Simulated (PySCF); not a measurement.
An unknown gives this computed stick spectrum. Theory: TDDFT CAM-B3LYP/def2-SVPD, vertical, gas phase, core orbitals frozen in the response (PySCF). Geometries: GFN2-xTB, one conformer each.

```
state  λ (nm)       f
   S1   134.2  0.0000
   S2   133.1  0.0015
   S3   129.9   0.043
   S4   128.7  0.0000
   S5   128.3  0.0057
   S6   127.5   0.032
   S7   127.0   0.028
   S8   126.4  0.0000
```

Orbital energies (eV): HOMO-3 -11.85, HOMO-2 -11.68, HOMO-1 -11.50, HOMO -11.02, LUMO 1.26, LUMO+1 1.57, LUMO+2 1.85.

Question: Which structure fits? All have the formula C4H6F4.
A. `FC[C@@H](F)[C@@H](F)CF`
B. `CC(C(F)F)C(F)F`
C. `CC(C)(F)C(F)(F)F`

Answer: A. Its S1, at 9.24 eV, is the lowest among the candidates; the nearest of the others has S1 at 9.53 eV. S1 is HOMO→LUMO (82%). Löwdin shares by element: HOMO carbon 51% (atoms not listed hold the other 49%); LUMO carbon 48% (atoms not listed hold the other 52%). At the same level the other candidates give, for their lowest levels:
- `CC(C(F)F)C(F)F`: 130 nm (f 0.019); 127 nm (f 0.013); 125 nm (f 0.007); 124 nm (f 0.003); 123 nm (f 0.024); T1 9.26 eV; HOMO -11.27, LUMO 1.28 eV
- `CC(C)(F)C(F)(F)F`: 126 nm (f 0.030); 126 nm (f 0.009); 120 nm (f 0.022); 120 nm (f 0.054); 116 nm (f 0.001); T1 9.50 eV; HOMO -11.57, LUMO 1.18 eV

The values belong to the conformer `[F:1][CH2:2][C@@H:3]([F:4])[C@@H:5]([F:6])[CH2:7][F:8]`: F1–C2–C3–F4 -70°, C2–C3–C5–F6 59°, C3–C5–C7–F8 -50°.
Triplets come from the Tamm–Dancoff approximation.
